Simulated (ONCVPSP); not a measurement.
## What one change does to a pseudopotential (cadmium (Cd), ONCV)

- Element: Cd
- Generator: ONCVPSP 4.0.1
- Type: optimised norm-conserving Vanderbilt (ONCV)
- Functional: PBEsol
- Relativity: scalar-relativistic
- Frozen core: [Ar] 3d10
- Valence charge: 20
- Reference configuration: 4s2 4p6 4d10 5s2
- Partial waves: 4s+5s: rc 1.35 bohr, ncon 4, nbas 8, qcut 11.8 1/bohr, 2 projectors; 4p: rc 1.05 bohr, ncon 4, nbas 8, qcut 8.6 1/bohr, 3 projectors, debl 0.3 Ha; 4d: rc 1.80 bohr, ncon 4, nbas 8, qcut 7.8 1/bohr, 2 projectors, debl 0.9 Ha
- Local potential: polynomial inside 1.05 bohr (lpopt 5, dvloc0 0 Ha)
- Core correction: Teter function, fcfact 3.25, rcfact 1.2

In the p channel the program set the typed energies aside and used -2.458, 0.250, 0.550 Ha.

All-electron outer shells of the reference configuration (PBEsol, scalar-relativistic, ld1.x):

```json
{"shell": "3d", "level (eV)": "-393.64", "outermost node (bohr)": "–", "outermost maximum (bohr)": "0.27"}
{"shell": "4s", "level (eV)": "-105.81", "outermost node (bohr)": "0.43", "outermost maximum (bohr)": "0.79"}
{"shell": "4p", "level (eV)": "-66.89", "outermost node (bohr)": "0.43", "outermost maximum (bohr)": "0.84"}
{"shell": "4d", "level (eV)": "-11.73", "outermost node (bohr)": "0.42", "outermost maximum (bohr)": "0.98"}
{"shell": "5s", "level (eV)": "-5.70", "outermost node (bohr)": "1.07", "outermost maximum (bohr)": "2.32"}
```

Change: p: qcut 11.6.

Cutoffs: the cutoffs (Ha) at which the residual kinetic energy of the hardest occupied pseudo-wave falls to 1 and 0.1 mHa per electron; they do not see the model core or the augmentation charge, which bear on the density cutoff. Errors are all-electron minus pseudo energies relative to the spin-unpolarised reference configuration.

Question: Predict the effect on cutoff, ghosts and configuration errors.

Answer: The potential gets softer (71 Ha and 179 Ha → 53 Ha and 61 Ha); both files keep a bound ghost (p); the errors of the 4 common tests hardly move.

| quantity | base | changed |
| --- | --- | --- |
| cutoff, loose | 71 Ha | 53 Ha |
| cutoff, tight | 179 Ha | 61 Ha |
| loose cutoff by channel | s 41 Ha, p 71 Ha, d 25 Ha | s 41 Ha, p 53 Ha, d 25 Ha |
| bound ghosts | p | p |
| GHOST(+) flags under 300 eV | none | none |
| error for 4s2 4p6 4d10 5s1, meV [ΔE 9.31 eV] | -0.9 | -0.9 |
| error for 4s2 4p6 4d10 5s0, meV [ΔE 26.41 eV] | -1.7 | -1.7 |
| error for 4s2 4p6 4d9 5s0, meV [ΔE 64.40 eV] | -3.7 | -3.9 |
| error for 4s2 4p6 4d10 5s0 5p1, meV [ΔE 15.16 eV] | -0.7 | -0.8 |
| s: phases at 1.37 bohr within 0.05 rad from the reference energy up to (Ha; the scan ends near 5) | to the end of the scan | to the end of the scan |
| p: phases at 1.06 bohr within 0.05 rad from the reference energy up to (Ha; the scan ends near 5) | to the end of the scan | to the end of the scan |
| d: phases at 1.83 bohr within 0.05 rad from the reference energy up to (Ha; the scan ends near 5) | to the end of the scan | to the end of the scan |
| rms error of d²Exc/dni dnj with the model core, mHa | 1.05 | 1.10 |

 A true bound ghost makes a file unfit for plane-wave use even where its test errors are small: the radial tests pick states by their node count and pass the ghost by.
